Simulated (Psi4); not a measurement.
C3H7O (SMILES [CH2-]OCC), charge -1, singlet, geometry from GFN2-xTB (a gas-phase anion, which may not be bound at this level). Base run: Psi4 with TPSS/6-31G.

Here is a job for Psi4.
```
memory 2 GB

molecule {
-1 1
  O     0.03611404   -0.77593725    0.00088671
  C     0.02606095    0.60066436   -0.00046830
  C     1.38198523   -1.38415851    0.00690185
  C    -1.40696629    1.14758787   -0.00677684
  H     0.56020300    1.00696541    0.89188748
  H     0.56739495    1.00526473   -0.88925576
  H     1.92930273   -0.90586634   -0.88026457
  H     1.92212424   -0.90416885    0.89754425
  H    -1.93120833    0.78992516   -0.89091279
  H    -1.93833386    0.79161013    0.87377814
  H    -1.40487439    2.23920543   -0.00781069
}

set basis 6-31g

energy('tpss')
print_variables()
```

The base run was repeated with changes; each row names its change, and settings that it needs were set with it.

```
change                                        ΔE vs base (µEh)  SCF cycles  grid points  basis functions
--------------------------------------------  ----------------  ----------  -----------  ---------------
base                                                       0.0          10       235127               50
dft_radial_points = 99                                     0.3          10       308870               50
dft_radial_points = 50                                     8.1          10       159074               50
ints_tolerance = 1e-8                                      0.0          10       235127               50
scf_type = out_of_core                                    79.0          10       235127               50
scf_type = dfdirj+link                                     0.3          10       235127               50
puream = false                                             0.0          10       235127               50
dft_nuclear_scheme = becke                                -8.2          10       233581               50
dft_nuclear_scheme = stratmann                            -7.9          10       216829               50
scf_type = disk_df                                         0.0          10       235127               50
scf_type = pk                                             79.0          10       235127               50
guess = huckel                                             0.0          10       235127               50
cholesky_tolerance = 1e-6 (with scf_type cd)              77.9          10       235127               50
```

A gas-phase anion may not be bound at this level; its values then depend on the basis.
